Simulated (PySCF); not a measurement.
Two species compared at the same levels of theory.

First species: C3H5FO2.
Atom-mapped SMILES: `[OH:1][CH2:2][C@@H:3]1[O:4][C@@H:5]1[F:6]` (hydrogens: H7 on O1; H8, H9 on C2; H10 on C3; H11 on C5)

Second species: Si(NCO)H3, CH3NOSi.
Geometry (PBE0-D3(BJ)/def2-SVP, Å), atoms numbered from 1 in this order:
```xyz
7
CH3NOSi angstrom
Si    -0.0037   -0.0003   -1.0367
N     -0.0141    0.0316    0.6831
C      0.0033    0.0069    1.8790
O      0.0175   -0.0118    3.0466
H      1.4068   -0.0071   -1.5167
H     -0.7061    1.2096   -1.5485
H     -0.7037   -1.2288   -1.5068
```

Levels: wB97X-D/def2-SVPD for dipole moment, HOMO energy, LUMO energy, HOMO–LUMO gap, static isotropic polarisability and electronic spatial extent ⟨r²⟩ about the centre of nuclear charge; TDDFT wB97X-D/def2-SVPD for lowest singlet excitation; TDA wB97X-D/def2-SVPD for lowest triplet excitation (Tamm–Dancoff); PBE0-D3(BJ)/def2-SVP for rotational constant A and rotational constant C. Geometries: PBE0-D3(BJ)/def2-SVP. Each species is one conformer at its optimised geometry, gas phase, non-relativistic unless stated. Electronic properties by PySCF.

The conformers computed, where there is a choice (atom-mapped SMILES and torsion angles):
- `[OH:1][CH2:2][C@@H:3]1[O:4][C@@H:5]1[F:6]`: O1–C2–C3–O4 -67°, H–O1–C2–C3 59°

Values for the first species:

```
Dipole moment                                                     : 1.87 D
HOMO energy                                                       : -10.21 eV
LUMO energy                                                       : 2.38 eV
HOMO–LUMO gap                                                     : 12.59 eV
Lowest singlet excitation                                         : 7.68 eV
Lowest triplet excitation (Tamm–Dancoff)                          : 7.37 eV
Static isotropic polarisability                                   : 44.3 au
Electronic spatial extent ⟨r²⟩ about the centre of nuclear charge : 565 bohr²
Rotational constant A                                             : 7.793 GHz
Rotational constant C                                             : 2.158 GHz
```

(1) Estimate the same properties for the second species, and the change in each.

## Answers

(1) 
```
                                                         property      first      second  second less first
                                                    dipole moment     1.87 D      2.27 D            +0.40 D
                                                      HOMO energy  -10.21 eV   -10.60 eV           -0.39 eV
                                                      LUMO energy    2.38 eV     1.66 eV           -0.72 eV
                                                    HOMO–LUMO gap   12.59 eV    12.26 eV           -0.33 eV
                                        lowest singlet excitation    7.68 eV     7.34 eV           -0.34 eV
                         lowest triplet excitation (Tamm–Dancoff)    7.37 eV     6.70 eV           -0.67 eV
                                  static isotropic polarisability    44.3 au     49.3 au            +5.0 au
electronic spatial extent ⟨r²⟩ about the centre of nuclear charge  565 bohr²   482 bohr²          -83 bohr²
                                            rotational constant A  7.793 GHz  84.066 GHz        +76.273 GHz
                                            rotational constant C  2.158 GHz   2.442 GHz         +0.284 GHz
```

On the first: No computed singlet falls in the visible range (750 to 380 nm, 1.65 to 3.26 eV); S1 lies 4.42 eV above its blue end. In wavenumbers S1 is 62000 cm⁻¹ (1 eV = 8065.54 cm⁻¹).

On the second: In atomic units the dipole is 0.89 e·bohr (1 au = 2.5417 D). No computed singlet falls in the visible range (750 to 380 nm, 1.65 to 3.26 eV); S1 lies 4.08 eV above its blue end.
